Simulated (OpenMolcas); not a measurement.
**Cr2+ in LiF: curves along the breathing mode**

Cr2+ with its 6 nearest fluoride ions, on the Li site of LiF (a = 4.028 Å, distance in the model lattice 2.014 Å). The rest of the host is ab initio model potentials to 7.6 Å and point charges beyond; the distance is set by hand and nothing relaxes, and no local charge compensation is placed. Ligand basis ANO-RCC-VDZP.

```json
{
  "Program": "OpenMolcas",
  "Method": "CASSCF",
  "Basis": "ANO-RCC-VDZP [5s4p2d1f]",
  "Scalar Hamiltonian": "DKH2, point nucleus",
  "Active space": "4 electrons in 5 orbitals (3d)",
  "State averaging": "2S+1 = 5 even, 5 roots; 2S+1 = 3 even, 45 roots; 2S+1 = 1 even, 50 roots",
  "Spin-orbit coupling": "state interaction with AMFI integrals over the reference wave functions"
}
```

Spin-free energies (labels of O, the rotations of Oh) in cm-1 above the lowest fitted minimum, as all ligands move together:

```json
{"R (Å)": "1.939", "5E": "20", "3T1": "6520", "5T2": "15620", "3E": "19670", "3T1(2)": "20220", "1T2": "16670", "3T2": "21130"}
{"R (Å)": "1.985", "5E": "1190", "3T1": "9220", "5T2": "15190", "3E": "20850", "3T1(2)": "21430", "1T2": "19290", "3T2": "22320"}
{"R (Å)": "2.031", "5E": "4870", "3T1": "14220", "5T2": "17470", "3E": "24530", "3T1(2)": "25160", "1T2": "24220", "3T2": "26010"}
{"R (Å)": "2.076", "5E": "10690", "3T1": "21160", "5T2": "22080", "3E": "30340", "3T1(2)": "31020", "1T2": "31100", "3T2": "31840"}
{"R (Å)": "2.122", "5E": "18740", "3T1": "30210", "5T2": "29070", "3E": "38390", "3T1(2)": "39110", "1T2": "40100", "3T2": "39890"}
{"R (Å)": "2.168", "5E": "28860", "3T1": "41200", "5T2": "38240", "3E": "48490", "3T1(2)": "49260", "1T2": "51030", "3T2": "50010"}
{"R (Å)": "2.213", "5E": "40750", "3T1": "53820", "5T2": "49320", "3E": "60360", "3T1(2)": "61180", "1T2": "63610", "3T2": "61890"}
```

Cubic fits give the following; the wavenumber is harmonic, with the mass of all moving ligands, small differences in it between states hang on the degree of the fit, a number in brackets counts states of one label, and the table is a selection of at most 14 states with clean curves.

```
 State  R0 (Å)  Breathing mode (cm-1)  Minimum (cm-1)
    5E   1.939                    595               0
   5T2   1.968                    610           15050
    3E   1.939                    594           19660
   3T2   1.939                    594           21110
   3A2   1.942                    595           23570
 3E(2)   1.940                    592           27500
   1A2   1.940                    594           29510
1T2(2)   1.939                    594           29460
```

The minimum of 5T2 is shifted by +0.0291 Å against 5E (from the unrounded fits). With M = 114.0 u for the moving shell, the Huang-Rhys factor in this mode is S = M ω ΔR² / 2ħ = 0.01483 × 114.0 × 595 × 0.0291² = 0.85. Only the first shell moves, against a rigid host.

An orbital doublet at a regular site is open to a Jahn-Teller distortion, which this geometry leaves out. Without dynamic correlation the repulsion within the d shell is too large (B by tens of per cent), so at a given field states of lower spin stand too high. Ligand-to-metal charge-transfer states are missing. With no ligand orbital active B as a rule stays too high, so bands that hang on it stand too high and its fall with covalency is understated. With metal d orbitals alone and no dynamic correlation 10Dq can be off by a tenth to a fifth, either way, in oxide and fluoride hosts. This shell can be high or low spin here, a state of another spin lies low, and with metal d orbitals alone active their balance is uncertain, so the ground spin may be wrong (holds for R = 1.939; R = 1.985). No measured value stands beside these numbers.
